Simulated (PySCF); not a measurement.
An unknown is described by computed data only.

Formula: CH4Cl2Si.

| Quantity | Value |
| --- | --- |
| XPS | Si2p3/2 108.6, Cl2p3/2 206.2 (×2), C1s 291.0, Si1s 1848.6, Cl1s 2828.8 (×2) eV [ΔSCF SCAN, pcX-2 on the ionised atom, pcseg-1 elsewhere, spin-free X2C, 2p3/2 from a spin–orbit splitting computed afterwards within the 2p shell] |
| UV, strongest line | among the 10 lowest singlet transitions: S6 at 8.52 eV (146 nm, f = 0.130) [TDDFT CAM-B3LYP/def2-SVPD] |
| NMR, other nuclei | isotropic shieldings of nuclei other than C and H, by class: 338 (1 Si), 862 (2 Cl) ppm [GIAO KT3/pcSseg-2] |
| UV, first state | lowest singlet excitation: 7.82 eV (159 nm, f = 0.022) [TDDFT CAM-B3LYP/def2-SVPD] |
| 13C NMR | chemical shifts (computed TMS as zero) by class: 7.8 (1 C) ppm [GIAO KT3/pcSseg-2] |
| Rotational structure | rotational constants A, B, C: 4.283, 2.375, 1.674 GHz [PBE0-D3(BJ)/def2-SVP] |
| Valence photoelectron | vertical ionisation energy: 11.22 eV [ΔSCF CAM-B3LYP/def2-SVPD] |

Gas-phase values; electronic properties from PySCF, density fitting. Levels stand in brackets. Geometry: PBE0-D3(BJ)/def2-SVP; no solvent, vibrations or thermal averaging. NMR classes are plain means over equivalent atoms (diastereotopic ones count apart unless rotation or inversion swaps them), as if these changed places fast.

Q: What is the compound? Reason from the data.

A: Numbering: `[CH3:1][SiH:2]([Cl:3])[Cl:4]`. Its formula, CH4Cl2Si, gives 0 degrees of unsaturation, so no ring and no π bond. The one carbon: Si-methyl carbon [C1] (7.8 ppm). The other shieldings belong to: 338 ppm, chlorine-bound silicon [Si2]; 862 ppm, silicon-bound chlorine [Cl3/Cl4]. The core levels belong to: Si2p3/2 108.6 eV, chlorine-bound silicon [Si2]; Cl2p3/2 206.2 eV, silicon-bound chlorine [Cl3/Cl4]; C1s 291.0 eV, Si-methyl carbon [C1]; Si1s 1848.6 eV, chlorine-bound silicon [Si2]; Cl1s 2828.8 eV, silicon-bound chlorine [Cl3/Cl4]. The first electron is taken from the HOMO, whose largest Löwdin shares are 0.28 on each of 2 atoms of one kind (silicon-bound chlorine), 0.15 on the chlorine-bound silicon and 0.15 on the Si-methyl carbon. The optimised geometry has point group Cs and is an asymmetric top. Structure: methyldichlorosilane, `C[SiH](Cl)Cl`. Computed isomers that give other values at the same levels: `ClC[SiH2]Cl` (core binding energies: Si2p3/2 108.1, Cl2p3/2 206.2, Cl2p3/2 206.4, C1s 292.3, Si1s 1848.0, Cl1s 2828.8, Cl1s 2829.0 eV). The assignments are read from this structure; whether some other isomer fits the data as well wasn't checked.
